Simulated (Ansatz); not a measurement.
`[CH3][Mo]([F])(=[S])=[S]` + `NBCl` → `[NH2][Mo]([F])(=[S])=[S]` + `CBCl` at 298.15 K and 1 bar (redistribution).

Program: Ansatz. Geometries: PBE0-D4/def2-TZVP. ΔE: electronic, gas phase. CCSD(T)/CBS is the MP2 limit (def2-TZVPP, def2-QZVPP) plus CCSD(T) − MP2 in def2-TZVPP, frozen cores. Elements past krypton have def2 core potentials. For Mo outer-core shells are correlated without core-valence functions, which leaves a few kJ/mol of doubt a bond. Each species was taken in one conformer, which may not be the lowest.

| species | CCSD(T)/CBS energy (Eh) | H − E (kJ/mol) | S (J/(mol·K)) |
| --- | --- | --- | --- |
| `[CH3][Mo]([F])(=[S])=[S]` | -1003.45925 | 130.4 | 361.7 |
| `NBCl` | -541.16722 | 121.1 | 268.2 |
| `[NH2][Mo]([F])(=[S])=[S]` | -1019.53735 | 104.0 | 352.3 |
| `CBCl` | -525.07110 | 144.9 | 287.1 |

H − E and S are ideal-gas, rigid-rotor, harmonic terms from PBE0-D4/def2-TZVP, for one conformer and one mirror image of each species. 1 Eh = 2625.50 kJ/mol, R = 8.31446 J/(mol·K).

Task: By hand: ΔE, ΔH, ΔS and ΔG.

Result: ΔE = (-1019.53735) + (-525.07110) − (-1003.45925) − (-541.16722) = 0.01802 Eh = 47.3 kJ/mol. Δ(H − E) = 104.0 + 144.9 − 130.4 − 121.1 = -2.6, so ΔH = 44.7 kJ/mol. ΔS = 352.3 + 287.1 − 361.7 − 268.2 = 9.5 J/(mol·K). ΔG = 44.7 − 298.15 × (9.5)/1000 = 41.9 kJ/mol.

Task: By hand: the equilibrium constant, and the temperature at which ΔG would vanish if ΔH and ΔS stayed fixed.

Result: log₁₀ K = −ΔG/(RT ln 10) = -7.3. ΔG = 0 at ΔH/ΔS = 4705 K, far beyond where these terms or the molecules hold.

The number of gas molecules stays the same, so ΔS is small and ΔH decides. A doubt of 5 kJ/mol in ΔE shifts log₁₀ K by 0.9 here. Other conformers and mirror images would add mixing entropy, several J/(mol·K) or more a flexible species. Modes under 60 cm⁻¹, often nearly free rotors, make the harmonic entropy too high. These are equilibria of isolated gas molecules and say nothing of rates. Largest T1 diagnostic: 0.025 (customary marks: 0.02 for closed shells, 0.045 for open ones).
